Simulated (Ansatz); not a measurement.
A substitution series on Nb: F to Cl

On one Nb centre that keeps S, n of the F ligands are replaced by Cl. The HOMO–LUMO gap y in eV at wB97M-V/def2-TZVPP. Shapes: PBE0-D4/def2-TZVP. Programs: Ansatz 0.2.0.

| molecule | n | y (eV) |
| --- | --- | --- |
| NbSF3 | 0 | 10.10 |
| NbSClF2 | 1 | 9.73 |
| NbSCl2F | 2 | ? |
| NbSCl3 | 3 | 9.26 |

Task: Fit y = c + s·n to the known rows and predict NbSCl2F.

Result: 
1. Means of the 3 rows: n = 1.33333, y = 9.697.
2. Σ(Δn)² = 4.6667, Σ(Δn·Δy) = -1.2767, so the slope is -1.2767/4.6667 = -0.27358.
3. Intercept: 9.697 − (-0.27358) × 1.33333 = 10.062. The largest residual of the fit is 0.058.
4. NbSCl2F: 10.062 + (-0.27358) × 2 = 9.51 eV.

The run gave 9.39 eV, so the prediction is off by +0.12 eV, more than the largest residual. The step per swap changes from -0.37 to -0.13 eV along the series, so a line misses the bend. Other levels give for NbSCl2F: r2SCAN-D4/def2-TZVPP 3.70; PBE0-D4/def2-TZVPP 5.26; r2SCAN0-D4/def2-TZVPP 5.49 eV. Orbital gaps aren't excitation energies, and the LUMO depends on the basis. For atoms past krypton def2 sets carry core potentials with scalar relativity.
